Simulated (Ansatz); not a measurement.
Ansatz (an electronic-structure program) input (wB97X-V/def2-TZVPD):

Ansatz 0.2 input:
```yaml
crystal:
  periodic: [false, false, false]
  atoms:
    - {symbol: C, position_ang: [-0.00000000, -0.00000000, -1.23960541]}
    - {symbol: N, position_ang: [0.00000000, 0.00000000, 0.00000000]}
    - {symbol: C, position_ang: [0.00000000, 0.00000000, 1.23960541]}
basis:
  gaussian:
    orbitals: def2-TZVPD
hamiltonian:
  xc: {name: wB97X-V}
total_charge: -1
magnetization: {spin_polarized: true, initial_magnetization: 2}
```

Output:

```
Functional definition: wB97X-V
integrals: 0.03 GiB planned
527 factors; their error is unknown
integrals: 0.06 GiB planned
133 factors; integrals over basis functions are off by at most 6.7e-5 eV
mean field: 0.45 GiB planned
mean field evaluation 1: about -3558.5733 eV, gradient 1.5e1 eV
mean field evaluation 2: about -3559.0137 eV, gradient 1.6e1 eV
mean field evaluation 4: about -3559.9883 eV, gradient 8.8e-1 eV
mean field evaluation 8: about -3560.0169 eV, gradient 1.8e-2 eV
mean field -3560.01693246 eV, -130.8282092018 hartree, gradient 6.5e-5 eV, S^2 2.053453; 0 other end points of the search recorded, 0 dependent functions left out
reference -3560.01693094 eV, -130.8282091460 hartree; 11, 9 occupied and 100, 102 virtual orbitals, 527 factors
Total energy: -3560.01693094 eV, -130.8282091460 hartree
```

This state (charge -1, triplet) is run at the relaxed geometry of the species with charge 0 and multiplicity 2.
